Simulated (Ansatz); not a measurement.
NaBe-, closed-shell singlet (lowest of 2S+1 = 1, 3 at CCSD(T)/def2-TZVPP on PBE0 minima; our sources give no spin for the ground state, which may be another), most abundant isotopes (9.0122 and 22.9898 u). Constants from fifth-degree fits in 1/R to seven points on the lowest solution found; no spin–orbit coupling, no relativity up to Kr; ω_e x_e and α_e move by some per cent with the fit.

Correlated levels freeze the inner cores; with def2 sets outer-core shells near the valence are correlated too.

Run with Ansatz (Gaussian basis) for Hartree–Fock, density functionals and correlated methods. 

```tsv
level	r_e (Å)	ω_e (cm⁻¹)	ω_e x_e (cm⁻¹)	α_e (cm⁻¹)
PBE/def2-TZVPP	3.2440	147.6	2.38	0.00550
CCSD(T)/def2-QZVPP	3.2310	144.6	3.08	0.00605
```

Problem. Derive the rotational constants, the centrifugal constant, the fundamental, the zero-point energy and the force constant.

Solution. 
μ = 6.47423 u.
- PBE/def2-TZVPP: B_e = 16.8576/(μ r_e²) = 0.24743 cm⁻¹; B₀ = B_e − α_e/2 = 0.24468 cm⁻¹; D = 4B_e³/ω_e² = 2.78e-06 cm⁻¹; fundamental ω_e − 2ω_e x_e = 143 cm⁻¹; zero-point energy ω_e/2 − ω_e x_e/4 = 73 cm⁻¹; k = μ(2πcω_e)² = 8.31 N/m; the line J = 1 ← 0 at 2B₀ = 14.67 GHz
- CCSD(T)/def2-QZVPP: B_e = 16.8576/(μ r_e²) = 0.24943 cm⁻¹; B₀ = B_e − α_e/2 = 0.24640 cm⁻¹; D = 4B_e³/ω_e² = 2.97e-06 cm⁻¹; fundamental ω_e − 2ω_e x_e = 138 cm⁻¹; zero-point energy ω_e/2 − ω_e x_e/4 = 72 cm⁻¹; k = μ(2πcω_e)² = 7.97 N/m; the line J = 1 ← 0 at 2B₀ = 14.77 GHz

Doubts at one or more of the structures used: a restricted determinant that unrestricted orbitals would lower (CCSD(T)/def2-QZVPP).

Ansatz is a first-principles code.
